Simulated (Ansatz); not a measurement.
Consider the homolysis of the O–Si bond: `N[SiH2]O[SiH](N)O` → `[OH]`• + `N[SiH]O[SiH2]N`•.

Isolated molecules relaxed with PBE0-D4/def2-TZVP in Ansatz; ΔE leaves out vibrations. CCSD(T)/CBS adds triple-zeta CCSD(T) − MP2 to the extrapolated MP2 energy (def2 sets, frozen cores). This one scheme is used for every species. Functionals use def2-TZVPP. No spin–orbit coupling; open shells (•) take unrestricted orbitals. One conformer a species, not always the lowest.

| level | ΔE (kcal/mol) | difference from CCSD(T)/CBS |
| --- | --- | --- |
| PBE0-D4 | 133.6 | -7.1 |
| ωB97X-V | 138.1 | -2.6 |
| PBE | 132.9 | -7.8 |
| HF/def2-TZVPP | 105.1 | -35.6 |
| MP2/def2-TZVPP | 144.7 | 4.0 |
| SCS-MP2/def2-TZVPP | 141.3 | 0.6 |
| HF/def2-QZVPP | 105.0 | -35.7 |
| SCS-MP2/def2-QZVPP | 143.4 | 2.7 |
| HF/CBS(def2) | 105.0 | -35.7 |
| CCSD/CBS(def2) | 138.4 | -2.3 |
| CCSD(T)/CBS | 140.7 | 0 |

Largest T1 diagnostic among the species: 0.013.

In def2-TZVPP, CCSD(T) changes the Hartree–Fock value by +32.4 kcal/mol (the triples alone add +2.3 kcal/mol) and MP2 by +39.6 kcal/mol; breaking electron pairs costs correlation energy, which Hartree–Fock lacks. The D4 term adds +2.2 kcal/mol with B3LYP and +1.2 kcal/mol with PBE0; it sums over pairs of atoms, weighted by their polarisabilities, and B3LYP, whose exchange is more repulsive, gets the larger term.

B3LYP here is the variant with VWN-RPA as its local correlation; programs differ in this.
